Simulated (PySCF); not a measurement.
CH₆ClFSi₃, SMILES F[Si@]1(Cl)C[SiH2][SiH2]1. Geometry: PBE-D3(BJ)/def2-SVP. The structure was generated by enumeration; whether it is a known compound was not checked.

Computed equilibrium geometry at PBE-D3(BJ)/def2-SVP (PySCF confirms it by a frequency run) as bond lengths and angles:
Atoms: F1 Si2 Cl3 C4 Si5 Si6 H7 H8 H9 H10 H11 H12. Bonded distances (Å): F1–Si2 1.643, Si2–Cl3 2.081, Si2–C4 1.891, Si2–Si6 2.358, C4–Si5 1.928, C4–H7 1.109, C4–H8 1.112, Si5–Si6 2.376, Si5–H9 1.504, Si5–H10 1.504, Si6–H11 1.502, Si6–H12 1.506. Angles (°): F1–Si2–Cl3 107.2, F1–Si2–C4 109.0, F1–Si2–Si6 110.5, Cl3–Si2–C4 114.7, Cl3–Si2–Si6 122.3, C4–Si2–Si6 92.1, Si2–C4–Si5 97.0, Si2–C4–H7 115.9, Si2–C4–H8 109.3, Si5–C4–H7 116.5, Si5–C4–H8 109.2, H7–C4–H8 108.4, C4–Si5–Si6 90.6, C4–Si5–H9 113.9, C4–Si5–H10 111.0, Si6–Si5–H9 118.5, Si6–Si5–H10 111.6, H9–Si5–H10 109.9, Si2–Si6–Si5 74.4, Si2–Si6–H11 120.2, Si2–Si6–H12 113.0, Si5–Si6–H11 121.0, Si5–Si6–H12 113.1, H11–Si6–H12 110.8.
